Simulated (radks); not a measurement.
Results of a calculation; reference values are marked as such.
Valence configurations of the tin ion Sn3+ (all share [Kr]). Level of theory: Dirac Kohn-Sham, PBEsol, spin-unpolarised, spherical densities, point nucleus; open shells fill j = l - 1/2 first (a radial shooting solver on a logarithmic mesh with Libxc functionals). Order these by energy: 4d10 5s0.5 5p0.5; 4d9 5s1.5 5p0.5; 4d10 5p1; 4d8 5s2 5p1; 4d9 5s0.5 5p1.5; 4d8 5s1.5 5p1.5; 4d9 5s2; 4d9 5s1 5p1; 4d10 5s1; 4d8 5s1 5p2.

Answer. From the lowest, in eV above it: 4d10 5s1 0.000; 4d10 5s0.5 5p0.5 4.325; 4d10 5p1 8.666; 4d9 5s2 20.161; 4d9 5s1.5 5p0.5 24.697; 4d9 5s1 5p1 29.248; 4d9 5s0.5 5p1.5 33.816; 4d8 5s2 5p1 52.948; 4d8 5s1.5 5p1.5 57.727; 4d8 5s1 5p2 62.522. NIST lists [Kr] 4d10 5s1 as the ground configuration; this level of theory agrees among the configurations tried. The energies are those of spherical spin-averaged densities, not of single terms.
